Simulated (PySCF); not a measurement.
Cd(Br)(SH) (BrCdHS), SMILES [SH][Cd][Br]. Heavy atoms are numbered as in [Cd:1]([Br:2])[SH:3]. Hydrogens are named by the atom that carries them.

Geometry optimised at PBE0-D3(BJ)/def2-TZVP. The def2 effective core potentials stand for the cores of Cd; spin–orbit coupling is left out. One conformer was computed; it need not be the lowest.

The numbers are results of PBE0/def2-TZVPD in PySCF, not measurements.

Mulliken values depend strongly on the basis, most of all with diffuse functions as here. ESP charges are fitted to the potential on shells at 1.4 to 2.0 van der Waals radii. Atomic charges (e), one atom of each kind:

| atom | ESP fit | Mulliken |
|---|---|---|
| Cd1 | 0.58 | 0.71 |
| Br2 | -0.33 | -0.36 |
| S3 (SH) | -0.38 | -0.56 |
| H on S3 | 0.14 | 0.21 |
